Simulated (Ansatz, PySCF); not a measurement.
Gas-phase reaction 3 R1 + R2 + 2 R3 → 5 P1 + P2, each structure at its B3LYP-D3(BJ)/def2-SVP stationary point, reached from a drawn start (curvature not checked).
R1: CH4 (SMILES C), charge 0, multiplicity 1.
P1: H2 (SMILES [H][H]), charge 0, multiplicity 1.
R2: NH3 (SMILES N), charge 0, multiplicity 1.
R3, SiH4 (SMILES [SiH4]) (charge 0, multiplicity 1):
```xyz
5

Si     0.0000     0.0000     0.0000
H      0.8605     0.8605     0.8605
H     -0.8605    -0.8605     0.8605
H     -0.8605     0.8605    -0.8605
H      0.8605    -0.8605    -0.8605
```
P2: C3H13NSi2 (SMILES C[Si](C)(C)N[SiH3]), charge 0, multiplicity 1.

P less R. No zero-point or thermal terms. One arrangement of each flexible species, with no search for the lowest.

The values were computed with Ansatz (an electronic-structure program); PySCF for the D3/D4 terms. All values are computed, each at the level named.

### Question
One of these levels gives 16.3 kJ/mol for the reaction energy. Name it.
A) PBE/def2-TZVPP
B) PBE-D3(BJ)/def2-TZVPP
C) r2SCAN/def2-TZVPP
D) HF/cc-pV(D+d)Z

### Answer
B, PBE-D3(BJ)/def2-TZVPP. The others give 150.1 (HF/cc-pV(D+d)Z), 43.1 (PBE/def2-TZVPP), 14.3 (r2SCAN/def2-TZVPP)
